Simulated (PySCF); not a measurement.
## Relaxation of quintet RuO₂

These are results of UPBE0/[Ru def2-TZVP with ECP28, O def2-TZVP], scalar-relativistic core potentials, density fitting, no spin–orbit coupling, PySCF, not measurements. A (50,194) grid was used.

A hand-made side-on start, of C2v symmetry, held to at least that symmetry:

```xyz
3
charge 0 multiplicity 5, angstrom
Ru    0.0000    0.0000   -0.4265
O     0.7000    0.0000    1.3587
O    -0.7000    0.0000    1.3587
```

Q: What forces act on the atoms at the start (eV/Å)?

A: 
```tsv
atom	Fx	Fy	Fz
Ru1	0.00	0.00	-1.09
O2	0.60	0.00	0.55
O3	-0.60	0.00	0.55
```

Q: What does it relax to?

A: It ends at C2v with O–O 1.405 Å, Ru–O 1.955 Å (×2); O–O–Ru 68.9° (×2), O–Ru–O 42.1°. A frequency run shows 1 imaginary mode, down to 416i cm⁻¹, so it is a saddle point. Other isomers or separated fragments may lie lower.

Q: How much energy is released, and in how many steps?

A: 2.2 kJ/mol in 4 steps.

With open d or f shells other occupations or spin states may lie lower. At this level a broken-symmetry Ms = 0 minimum of C2v symmetry lies 351 kJ/mol below this structure.

The relaxation took about 29 core-seconds on a shared host.
